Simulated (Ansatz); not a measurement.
Molecule: sum formula SnH$_{3}$F, net charge 0, singlet state. 
Geometry from a B3LYP-D3(BJ)/def2-TZVP (Ansatz, a quantum-chemistry and plane-wave program) optimisation:
```xyz
5

F      1.6041    -0.2911     0.4041
Sn    -0.2491     0.0452    -0.0628
H     -0.2109     1.4949    -0.9596
H     -0.7176    -1.3174    -0.9745
H     -1.0525     0.1821     1.4351
```
Charge 0, spin multiplicity 1.

Quantity: vertical ionisation energy (to the doublet state of charge +1; each state is the SCF solution reached for its spin; the molecule has degenerate orbitals, so one determinant may break the symmetry; the UHF <S^2> is 0.85 for the doublet (pure: 0.75); for the doublet the Hartree-Fock reference is unstable and T1 is 0.041), in eV. Correlated levels leave the core frozen unless marked. Open shells are spin-unrestricted. Spin-orbit coupling is left out. Frozen are the shells of the preceding noble gas and the d and f shells that filled before the atom's block. Past Kr the def2 sets carry scalar-relativistic core potentials. 

```csv
level,program,vertical ionisation energy (eV)
BHLYP/def2-TZVPD,Ansatz,12.05
wB97X-V/def2-TZVPD,Ansatz,12.07
SCS-MP2/def2-SVPD,Ansatz,12.24
CCSD/def2-TZVPPD,Ansatz,12.17
CCSD/def2-QZVPPD,Ansatz,12.21
CCSD(T)/def2-QZVPPD,Ansatz,12.14
```
